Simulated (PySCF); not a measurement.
## Dipole response of Zn (zinc, neutral)

[Ar] 3d10 4s1 4p1, high-spin 3P determinant (an excited configuration). Computed with PySCF 2.14 in dyall-av2z (16s12p7d2f, 101 functions), with no relativity, point nucleus. Coupled (time-dependent) response in atomic units; α is the mean over directions. A double-zeta set is small for polarisabilities.

| method | mean α (bohr³) | α xx, yy, zz | C₆ (like pair) | S(−4) |
| --- | --- | --- | --- | --- |
| UHF | 55.73 | 44.96, 77.27, 44.96 | 442.8 | 2492 |
| PBE | 58.30 | 38.01, 98.87, 38.01 | 432.1 | 4392 |
| PBE0 | 56.00 | 39.44, 89.11, 39.44 | 424.5 | 3355 |

S(−4) is the Cauchy moment in α(ω) = α(0) + S(−4) ω² + …

α(iu) at UHF:

| u (hartree) | α(iu) (bohr³) |
| --- | --- |
| 0 | 55.73 |
| 0.0500 | 50.53 |
| 0.100 | 41.16 |
| 0.200 | 26.17 |
| 0.300 | 17.24 |
| 0.500 | 8.970 |
| 0.750 | 5.134 |
| 1.00 | 3.477 |
| 1.50 | 2.048 |
| 2.00 | 1.413 |
| 3.00 | 0.8264 |
| 5.00 | 0.4083 |

A single London oscillator, α(iu) = α/(1 + u²/ω²), gives C₆ = (3/4) ω α². Matching the computed C₆ needs ω = 4 × 442.8 / (3 × 55.73²) = 0.190 hartree.

The components differ because the open shell of this determinant is not spherical; for a pure term their mean is the scalar polarisability.
